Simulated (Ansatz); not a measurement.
`CCO[SiH2]N`. Charge 0, multiplicity 1. Geometry: relaxed with PBE0-D4/def2-TZVP. It is one conformer, not always the lowest.

```xyz
14

C    -2.034    0.968    0.711
C    -0.819    0.596   -0.101
O    -0.201   -0.539    0.470
Si    1.058   -1.325   -0.241
N     2.502   -0.438   -0.437
H    -1.751    1.191    1.742
H    -2.752    0.145    0.725
H    -2.523    1.849    0.287
H    -0.109    1.433   -0.125
H    -1.108    0.384   -1.140
H     1.298   -2.470    0.664
H     0.662   -1.729   -1.618
H     3.077   -0.149    0.336
H     2.699    0.084   -1.274
```

(1) What is the dipole moment at PBE/def2-TZVPP? (Estimate.)

(2) And with r2SCAN, B3LYP, ωB97M-V? (An estimate is asked.)

(3) Give the Mulliken charges with PBE, r2SCAN, ωB97M-V in def2-TZVPP. (Best estimate.)

Answers

(1) Ansatz gave: 1.99 D, with components (0.71, 1.76, -0.60) D in this frame, pointing from negative to positive charge.

(2) Ansatz gave: r2SCAN 2.02 D, B3LYP 2.01 D, ωB97M-V 2.04 D.

(3) Computed: 
| atom | PBE | r2SCAN | ωB97M-V |
| --- | --- | --- | --- |
| C1 | -0.24 | -0.12 | -0.29 |
| C2 | 0.03 | 0.13 | -0.01 |
| O3 | -0.29 | -0.38 | -0.36 |
| Si4 | 0.39 | 0.52 | 0.42 |
| N5 | -0.39 | -0.46 | -0.37 |
| H6 | 0.08 | 0.04 | 0.10 |
| H7 | 0.08 | 0.04 | 0.10 |
| H8 | 0.07 | 0.03 | 0.09 |
| H9 | 0.06 | 0.03 | 0.09 |
| H10 | 0.07 | 0.03 | 0.09 |
| H11 | -0.07 | -0.09 | -0.04 |
| H12 | -0.09 | -0.10 | -0.06 |
| H13 | 0.15 | 0.16 | 0.12 |
| H14 | 0.15 | 0.16 | 0.12 |

B3LYP here is the variant with VWN-RPA as its local correlation; programs differ in this.
